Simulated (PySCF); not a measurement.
**H₂MoO + HCl → MoHCl + H₂O**

Level: PBE0 in the def2-TZVP basis family, computed in PySCF with density fitting; scalar-relativistic core potentials for atoms from Rb on, none lighter, no spin–orbit coupling; open shells unrestricted.

| species | state and structure | E (Eh) | ZPE (kJ/mol) | H(298 K) − H(0) (kJ/mol) | S° (J/(mol K)) |
| --- | --- | --- | --- | --- | --- |
| H₂MoO | triplet, C2v, Mo–H 1.737 Å (×2), Mo–O 1.648 Å; H–Mo–H 125.4°, H–Mo–O 117.3° (×2) | -144.53235 | 37.6 | 12.1 | 269.4 |
| HCl | singlet, C∞v, H–Cl 1.279 Å | -460.66440 | 17.9 | 8.7 | 186.6 |
| MoHCl | quintet, Cs, Mo–Cl 2.261 Å, Mo–H 1.703 Å; Cl–Mo–H 113.4° | -528.83308 | 16.0 | 11.5 | 284.2 |
| H₂O | singlet, C2v, O–H 0.960 Å (×2); H–O–H 105.1° | -76.37736 | 56.5 | 9.9 | 188.7 |

Question: What is the electronic reaction energy?

Answer: At PBE0/def2-TZVP, ΔE = -35.9 kJ/mol from the differences of the total energies times 2625.5, downhill. 

Question: Add zero-point, thermal and entropy terms for 298.15 K and 1 bar.

Answer: ΔZPE = 17.0 and Δ[H(298) − H(0)] = 0.6 kJ/mol give ΔH° = -18.3 kJ/mol. ΔS° = 16.9 J/(mol K), so ΔG° = -18.3 − 298.15 × (0.0169) = -23 kJ/mol and log₁₀K = 4.1.

Open d or f shells are single determinants, so the state found may not be the ground state. The structures come from searches over a few start shapes, so lower isomers are not excluded.
